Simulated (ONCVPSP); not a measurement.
# Potentials for zirconium (Zr) compared

Generated with ld1.x 7.5 (TM, RRKJ, ultrasoft, PAW), atompaw 4.2 or ONCVPSP 4.0.1. The cutoff is in Ry: for ld1.x and atompaw files where the sum of valence levels is converged to 10 mRy in a Bessel basis, for ONCV files where the hardest occupied wave has 1 mHa per electron of residual kinetic energy. The error is the largest all-electron minus pseudo excitation energy over each file’s own four to seven test configurations (ionisations up to +4, promotions, holes and added fractions of an electron), all of which were solved. The labels leave out finer settings (local radius, basis sizes, second energies), which also bear on the numbers. Spin-polarised tests are not counted. The rows are a selection from randomly drawn settings: files with unsolved tests, undetermined cutoffs or missed reference levels are left out.

A true bound ghost makes a file unfit for plane-wave use even where its test errors are small: the radial tests pick states by their node count and pass the ghost by.

```csv
potential,cutoff (Ry),largest error (meV),bound ghosts
"ONCV, PBEsol, scalar-relativistic, rc 2.30/2.60/2.90 (spd), local smoothed, core correction yes, reference 4s2 4p6 4d2 5s1.5 5p0.5, qcut 4.4/5.1/5.6, projectors 2/2/2",20,-12,none
"ONCV, PBE, scalar-relativistic, rc 1.80/2.00/2.15 (spd), local smoothed, core correction yes, reference 4s2 4p6 4d2 5s2, qcut 6.3/8.5/5.7, projectors 2/3/1",33,-6.1,none
"ONCV, PBE, scalar-relativistic, rc 1.90/2.10/2.75 (spd), local smoothed, core correction yes, reference 4s2 4p6 4d2 5s0.5, qcut 8.4/6.1/6.1, projectors 2/2/2",39,+4.2,none
"ONCV, PBE, scalar-relativistic, rc 3.20/2.95/1.70 (spd), local smoothed, core correction yes, reference 4d2 5s1, qcut 1.9/3.2/5, projectors 3/3/3",36,+104,d
"ONCV, LDA (Perdew-Wang 92), fully relativistic, rc 2.10/2.05/1.85 (spd), local smoothed, core correction yes, reference 4s2 4p6 4d2 5s1.5, qcut 6.5/7.3/5, projectors 2/1/3",30,+19,none
"ONCV, PBE, scalar-relativistic, rc 2.25/1.90/2.60 (spd), local smoothed, core correction yes, reference 4s2 4p6 4d2 5s1 5p1, qcut 5.4/6.2/5.4, projectors 2/2/2",21,-386,none
"ONCV, PBE, scalar-relativistic, rc 2.20/1.50/2.95 (spd), local smoothed, core correction no, reference 4s2 4p6 4d2 5s2, qcut 7/4.7/6.4, projectors 3/2/3",31,+14,none
"ONCV, Wu-Cohen, scalar-relativistic, rc 2.05/1.95/2.10 (spd), local smoothed, core correction yes, reference 4s2 4p6 4d2 5s1, qcut 7.2/7/4, projectors 2/2/1",65,-47,none
```

(1) Fill in the row for Zr: ONCV, PBE, scalar-relativistic, rc 2.40/1.60/2.00 (spd), local smoothed, core correction yes, reference 4s2 4p6 4d3 5s1, qcut 4.3/10.5/4.3, projectors 2/2/3.

Results:

(1) cutoff 58 Ry, largest error -2.1 meV, bound ghosts: none.
